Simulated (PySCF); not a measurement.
Members of one series of related molecules.

All values: CAM-B3LYP/def2-SVPD (PySCF) at PBE0-D3(BJ)/def2-SVP geometries, gas phase, one conformer each. Core orbitals are frozen in the response; Δα² is half the sum of the squared differences of the principal polarisabilities. The calculation is non-relativistic, for germanium too.

Question: Rank by polarisability anisotropy Δα, lowest first.
A. `[O:1]=[CH:2][O:3][SiH2:4][GeH2:5][GeH3:6]` with O1–C2–O3–Si4 -1°, C2–O3–Si4–Ge5 3°, O3–Si4–Ge5–Ge6 64°
B. `[SiH3:1][S:2][SiH2:3][GeH2:4][GeH3:5]` with Si1–S2–Si3–Ge4 -65°, S2–Si3–Ge4–Ge5 -36°
C. `[GeH3:1][GeH2:2][SiH2:3][c:4]1[cH:5][cH:6][cH:7][o:8]1` with Ge1–Ge2–Si3–C4 172°, Ge2–Si3–C4–C5 -126°
D. `[SiH3:1][NH:2][SiH2:3][GeH2:4][GeH3:5]` with Si1–N2–Si3–Ge4 7°, N2–Si3–Ge4–Ge5 -66°

Answer: B (3.56 Å³), D (4.20 Å³), A (4.65 Å³), C (12.17 Å³).

Question: Rank by vertical ionisation energy (ΔSCF), highest first.
A. `[SiH3]S[SiH2][GeH2][GeH3]`
B. `O=CO[SiH2][GeH2][GeH3]`
C. `[SiH3]O[SiH2][GeH2][GeH3]`
D. `[GeH3][GeH2][SiH2]c1ccco1`

Answer: B (9.82 eV), C (9.52 eV), A (9.08 eV), D (8.52 eV).

Question: Rank by dipole moment, lowest first.
A. `[GeH3:1][GeH2:2][SiH2:3][c:4]1[cH:5][cH:6][cH:7][o:8]1` with Ge1–Ge2–Si3–C4 172°, Ge2–Si3–C4–C5 -126°
B. `[SiH3:1][S:2][SiH2:3][GeH2:4][GeH3:5]` with Si1–S2–Si3–Ge4 -65°, S2–Si3–Ge4–Ge5 -36°
C. `[SiH3:1][O:2][SiH2:3][GeH2:4][GeH3:5]` with Si1–O2–Si3–Ge4 -5°, O2–Si3–Ge4–Ge5 60°
D. `[O:1]=[CH:2][O:3][SiH2:4][GeH2:5][GeH3:6]` with O1–C2–O3–Si4 -1°, C2–O3–Si4–Ge5 3°, O3–Si4–Ge5–Ge6 64°

Answer: C (0.23 D), B (1.07 D), A (1.26 D), D (1.42 D).

All values together:

```csv
SMILES,formula,μ (D),HOMO (eV),LUMO (eV),α (Å³),Δα (Å³),electrons,α per electron (Å³),ΔSCF removal energy (eV)
[SiH3]N[SiH2][GeH2][GeH3],Ge2H11NSi2,1.07,-8.87,0.46,19.29,4.20,110,0.175,9.46
[SiH3]S[SiH2][GeH2][GeH3],Ge2H10SSi2,1.07,-8.48,0.24,21.31,3.56,118,0.181,9.08
CC[SiH2][GeH2][GeH3],C2H12Ge2Si,0.92,-8.81,0.56,18.14,4.18,102,0.178,9.46
[GeH3][GeH2][SiH2]c1ccco1,C4H10Ge2OSi,1.26,-7.94,0.44,22.05,12.17,120,0.184,8.52
[SiH3]O[SiH2][GeH2][GeH3],Ge2H10OSi2,0.23,-8.87,0.34,18.53,4.17,110,0.168,9.52
O=CO[SiH2][GeH2][GeH3],CH8Ge2O2Si,1.42,-9.14,0.46,16.82,4.65,108,0.156,9.82
```

Conformers: `[SiH3:1][NH:2][SiH2:3][GeH2:4][GeH3:5]` with Si1–N2–Si3–Ge4 7°, N2–Si3–Ge4–Ge5 -66°; `[SiH3:1][S:2][SiH2:3][GeH2:4][GeH3:5]` with Si1–S2–Si3–Ge4 -65°, S2–Si3–Ge4–Ge5 -36°; `[CH3:1][CH2:2][SiH2:3][GeH2:4][GeH3:5]` with C1–C2–Si3–Ge4 60°, C2–Si3–Ge4–Ge5 41°; `[GeH3:1][GeH2:2][SiH2:3][c:4]1[cH:5][cH:6][cH:7][o:8]1` with Ge1–Ge2–Si3–C4 172°, Ge2–Si3–C4–C5 -126°; `[SiH3:1][O:2][SiH2:3][GeH2:4][GeH3:5]` with Si1–O2–Si3–Ge4 -5°, O2–Si3–Ge4–Ge5 60°; `[O:1]=[CH:2][O:3][SiH2:4][GeH2:5][GeH3:6]` with O1–C2–O3–Si4 -1°, C2–O3–Si4–Ge5 3°, O3–Si4–Ge5–Ge6 64°.

By how much does the ΔSCF value exceed −ε(HOMO) over the species that have both?

By 0.57 to 0.69 eV, 0.62 eV on average, over 6 species.
